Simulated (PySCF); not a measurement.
C₂H₄NO, SMILES C[N]C=O (connectivity only; charge and spin as stated), charge -1, multiplicity 1.

Coordinates come from a B3LYP-D3(BJ)/def2-SVPD optimisation. The spin state was assumed, not searched. The isomer is the one that the SMILES or the coordinates give; other isomers of the formula were not compared. The values are those of a single conformer.

All values below come from B3LYP-D3(BJ)/def2-SVPD (PySCF).

Frequencies are harmonic and unscaled.

```
mode  ν (cm⁻¹)  IR (km/mol)  Raman (Å⁴/amu)  depolarisation  moving atoms (share of kinetic energy)
----  --------  -----------  --------------  --------------  --------------------------------------
1          140          0.0             1.1            0.75                                  H 93 %
2          288         13.7             3.4            0.21           O 38 %, C 32 %, H 22 %, N 8 %
3          455         16.5             5.4            0.75                  H 42 %, N 27 %, C 23 %
4          794         11.1             4.0            0.35          N 30 %, C 27 %, O 25 %, H 18 %
5          990         15.9             5.7            0.31                  C 53 %, N 33 %, H 13 %
6          998          0.2             1.2            0.75                          H 55 %, C 38 %
7         1108          2.0             0.2            0.75                          H 73 %, C 20 %
8         1139          3.0             1.6            0.38                   H 61 %, C 29 %, N 9 %
9         1352         78.5            17.4            0.34          O 32 %, H 30 %, C 26 %, N 13 %
10        1373         82.8            10.3            0.19                  H 62 %, C 20 %, N 17 %
11        1393          8.7             8.5            0.75                          H 82 %, N 10 %
12        1444          1.2             9.9            0.75                                  H 96 %
13        1450          2.6             4.3            0.57                                  H 96 %
14        1641        626.2            13.5            0.61                  C 64 %, N 18 %, O 12 %
15        2788        364.7           269.8            0.34                                  H 93 %
16        2898        166.0           280.9            0.04                                  H 97 %
17        2921        144.7           158.1            0.75                           H 91 %, C 9 %
18        2991        104.3           105.7            0.61                           H 91 %, C 9 %
```
